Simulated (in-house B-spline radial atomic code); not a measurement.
**Hf6+: [Kr] 4d10 (4f5/2)5 (4f7/2)8 5s2 (5p1/2)1 (5p3/2)3 (5d3/2)1 (an excited or competing configuration)**

Computed with a B-spline radial code for spherical atoms: Dirac-Hartree-Fock, average of the jj configuration, Fermi nucleus of rms radius 5.347 fm.

Z_r = [3n² - l(l+1)]/(2<r>); Z_e = n√(-2ε); the last column is Slater's effective charge. Values are occupation-weighted means over j. An effective charge above Z reflects the relativistic contraction of the inner shells.

```csv
shell,electrons,ε (eV),<r> (bohr),Z_r,Z_e,Slater
1s,2,-65845,0.01899,79.00,69.57,71.70
2s,2,-11468,0.07972,75.27,58.07,67.85
2p,6,-10136,0.07133,70.10,54.59,67.85
3s,2,-2742.4,0.2076,65.01,42.59,60.75
3p,6,-2332.2,0.2073,60.28,39.28,60.75
3d,10,-1816.6,0.189,55.56,34.67,50.85
4s,2,-654.58,0.468,51.29,27.74,44.25
4p,6,-515.97,0.4959,46.38,24.63,44.25
4d,10,-327.19,0.5332,39.39,19.62,32.85
5s,2,-158.36,1.099,34.12,17.06,15.90
5p,4,-120.85,1.243,29.37,14.90,15.90
4f,13,-119.69,0.6252,28.79,11.86,21.80
5d,1,-76.266,1.573,21.93,11.84,7.00
```

The least bound orbital is 5d3/2 at -76.27 eV, and it is also the most diffuse (<r> = 1.573 bohr).

For the 1s electron the small component carries 7.33 % of the norm, the zero-frequency Breit interaction raises the level by 222.1 eV, self-energy by 137.6 eV, and vacuum polarisation lowers it by 25.26 eV.
